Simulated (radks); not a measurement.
The numbers below are computed, except where a source is named.
Effect of the nuclear size on neutral vanadium, [Ar] 3d3 4s2. Code: a radial shooting solver on a logarithmic mesh with Libxc functionals. Model: Dirac Kohn-Sham, relativistic LDA (MacDonald-Vosko exchange, VWN5 correlation), spin-unpolarised, spherical densities, finite nucleus; open shells are shared between the two j in proportion to 2j + 1; Fermi nuclear charge, rms radius 3.6002 fm. The rms radius is varied about that value; shifts are against it.

| rms radius (fm) | total energy shift (eV) | density at nucleus (e/bohr^3) | 1s1/2 shift (meV) | 2s1/2 shift (meV) | 3s1/2 shift (meV) |
|---|---|---|---|---|---|
| 2.9846 | -0.0185 | 9855 | -7.81 | -0.663 | -0.088 |
| 3.3446 | -0.00809 | 9817 | -3.41 | -0.290 | -0.039 |
| 3.6002 | 0 | 9793 | 0.000 | 0.000 | 0.000 |
| 3.7514 | 0.00506 | 9779 | 2.13 | 0.181 | 0.024 |
| 4.4498 | 0.0310 | 9724 | 13.1 | 1.11 | 0.148 |

Slopes of the eigenvalues against <r^2> in GHz/fm^2, as finite differences over the two radii next to the reference (eigenvalue slopes, not the field-shift constants of lines): 1s1/2 465, 2s1/2 39.5, 3s1/2 5.26.
